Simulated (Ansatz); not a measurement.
Compare A (`[SiH3]C=C([SiH3])[SiH3]`) with its isomer B (`C[Si@H]1C[Si@@H]1[SiH3]`).

Isolated molecules relaxed with PBE0-D4/def2-TZVP in Ansatz; ΔE leaves out vibrations. CCSD(T)/CBS adds triple-zeta CCSD(T) − MP2 to the extrapolated MP2 energy (def2 sets, frozen cores). Functionals use def2-TZVPP. B3LYP here is the variant with VWN-RPA as its local correlation; programs differ in this.

**Question.** Which is lower in electronic energy at CCSD(T)/CBS, and by how much? (Estimate.)

**Answer.** The calculation gave: A, by 2.1 kcal/mol.

**Question.** Give E(B) − E(A) in kcal/mol with PBE0-D4, B2PLYP, r2SCAN-D4, MP2/def2-TZVPP, CCSD(T)/def2-TZVPP, B3LYP-D4, PBE-D4. (An estimate is asked.)

**Answer.** Computed: PBE0-D4 -7.7, B2PLYP 4.5, r2SCAN-D4 -5.4, MP2/def2-TZVPP 1.6, CCSD(T)/def2-TZVPP 3.0, B3LYP-D4 4.3, PBE-D4 -9.9. The order is the other way round with PBE0-D4, r2SCAN-D4, PBE-D4.

Largest T1 diagnostic: 0.014.

In def2-TZVPP, CCSD(T) changes the Hartree–Fock value by −19.4 kcal/mol (the triples alone add −2.5 kcal/mol) and MP2 by −20.9 kcal/mol. From PBE to PBE0 (25 % exact exchange), in def2-TZVPP and without D4, E(B) − E(A) moves by +2.2 kcal/mol.
